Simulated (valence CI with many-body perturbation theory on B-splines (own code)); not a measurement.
Forbidden lines of Pr I

Calculated by valence CI with perturbative core correlation (CI+MBPT): five valence electrons over a frozen Dirac-Fock core [Xe], a basis of 7 s, 7 p, 7 d, 7 f, 4 g, 2 h functions for each j, with the one-electron correlation potential Σ1 (screened to all orders), the two-electron term Σ2, the three-electron term Σ3, Breit, model QED; selected single and double excitations, second order for the rest (own B-spline code, finite nucleus).

Set against measurement, 15 paired levels are off by 1713 cm⁻¹ on average, the worst by 2504. These come from a selection out of the NIST Handbook of Basic Atomic Spectroscopic Data. Levels without a partner in it may be off by more, other configurations by several thousand cm⁻¹. Not all symmetries were solved, so the list stops early. Among the levels kept, up to 1500 cm⁻¹ of a level comes from second order outside the variational space, and about a tenth of that is noise between levels of different J, which matters for small intervals.

Lines 1 to 11 of 11 in falling wavelength, among levels below 9275 cm⁻¹, chosen from the decays that carry over 1 % of a level's rate. Wavelengths and rates use the calculated energies, so an error of 2000 cm⁻¹ moves a line at 15700 Å by 31 % and its rate by three times that or more. Electric multipoles are in the length gauge, E1 and E2 with the static RPA response of the core. Weak lines are less certain than strong ones. Lines between different terms over intervals too small for the method are left out, as are lines whose strength nearly cancels. The highest levels of a list are the least certain. Branching is blank where the lifetime is uncertain.

Names give the largest LS component (configuration and term), which can be under half, so a name can repeat, a term be missing and a line seem to break the LS rules; names also repeat where a configuration has a term twice.

| λ vac (Å) | λ from measured levels | Upper | Lower | Type | A (s⁻¹) | Branch % |
| --- | --- | --- | --- | --- | --- | --- |
| 79380 |  | 4f²5d6s² ⁴F_5/2 | 4f²5d6s² ⁴F_3/2 | M1 | 3.98e-02 |  |
| 69590 | 72640 | 4f³6s² ⁴I°_11/2 | 4f³6s² ⁴I°_9/2 | M1 | 1.24e-01 | 100.0 |
| 66640 | 68020 | 4f³6s² ⁴I°_13/2 | 4f³6s² ⁴I°_11/2 | M1 | 1.63e-01 |  |
| 64210 | 65170 | 4f³6s² ⁴I°_15/2 | 4f³6s² ⁴I°_13/2 | M1 | 1.22e-01 |  |
| 51450 |  | 4f²5d6s² ⁴G_5/2 | 4f²5d6s² ²H_9/2 | E2 | 1.27e-06 |  |
| 42380 |  | 4f²5d6s² ⁴F_5/2 | 4f²5d6s² ²F_5/2 | M1 | 9.37e-03 |  |
| 38410 |  | 4f²5d6s² ²F_5/2 | 4f²5d6s² ⁴G_5/2 | M1 | 6.26e-02 | 80.8 |
| 27190 |  | 4f²5d6s² ⁴F_5/2 | 4f²5d6s² ⁴G_7/2 | M1 | 9.71e-03 |  |
| 27000 |  | 4f²5d6s² ⁴F_3/2 | 4f²5d6s² ⁴G_5/2 | M1 | 1.71e-02 |  |
| 20150 |  | 4f²5d6s² ⁴F_5/2 | 4f²5d6s² ⁴G_5/2 | M1 | 2.62e-02 |  |
| 15700 |  | 4f²5d²6s ⁶H_5/2 | 4f²5d6s² ²H_9/2 | E2 | 1.04e-03 |  |
